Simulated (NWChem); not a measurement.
C2H3BBrF; SMILES C=CB(F)Br

```xyz
8

B     -0.6504    -0.5706     0.0000
F     -1.9698    -0.5403     0.0000
Br     0.2515     1.1290     0.0000
C      0.1002    -1.9214     0.0000
C      1.4354    -2.0435     0.0000
H     -0.5121    -2.8322     0.0000
H      1.9313    -3.0197     0.0000
H      2.0841    -1.1608     0.0000
```
Atoms are numbered in this order, from 1.

Computed with NWChem. Geometry: optimised at PBE0/def2-SVP. Vzz is the largest principal value of the second derivative of the potential at the nucleus (NWChem prints the opposite sign); η is the asymmetry. Non-relativistic.

### Question
Estimate the computed values for CAM-B3LYP/def2-SVP. Quantities: Vzz B1 (a.u.); η B1; Vzz Br3 (a.u.); η Br3.

### Answer
```yaml
Vzz B1 (a.u.): 0.331
"η B1": 0.70
Vzz Br3 (a.u.): 4.165
"η Br3": 0.38
```
